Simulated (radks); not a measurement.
Values are calculated unless marked as measured or tabulated.
Question: Species: Pb2+. Configuration: [Hg]. Code: a radial shooting solver on a logarithmic mesh with Libxc functionals. Model: scalar-relativistic Kohn-Sham, LDA (Slater exchange, Perdew-Wang correlation), spin-polarised, spherical densities, finite nucleus; Fermi nuclear charge, rms radius 5.5012 fm. Some entries of the table are withheld. Estimate them.

| orbital | occ. | eigenvalue (hartree) | <1/r> (bohr^-1) | <r> (bohr) |
|---|---|---|---|---|
| 1s | 2 | -3234.750 | 101.2 | 0.01607 |
| 2s | 2 | -579.1908 | 23.77 | 0.06766 |
| 2p | 6 | -497.3366 | (1) | 0.06145 |
| 3s | 2 | (2) | 8.810 | 0.1747 |
| 3p | 6 | -116.0164 | 7.976 | 0.1765 |
| 3d | 10 | -91.95744 | 7.487 | 0.1600 |
| 4s | 2 | -32.03400 | 3.797 | (3) |
| 4p | 6 | -24.33151 | 3.413 | (4) |
| 4d | 10 | -15.39453 | 3.069 | 0.4312 |
| 5s | 2 | -5.92453 | 1.601 | 0.8527 |
| 4f | 14 | (5) | 2.676 | 0.4539 |
| 5p | 6 | -3.78063 | 1.369 | 0.9760 |
| 5d | 10 | -1.39946 | 1.014 | 1.294 |
| 6s | 2 | (6) | 0.5880 | 2.169 |

Answer: 
(1) 2p <1/r> (bohr^-1): 20.90
(2) 3s eigenvalue (hartree): -139.4997
(3) 4s <r> (bohr): 0.3846
(4) 4p <r> (bohr): 0.4103
(5) 4f eigenvalue (hartree): -5.52005
(6) 6s eigenvalue (hartree): -1.02385
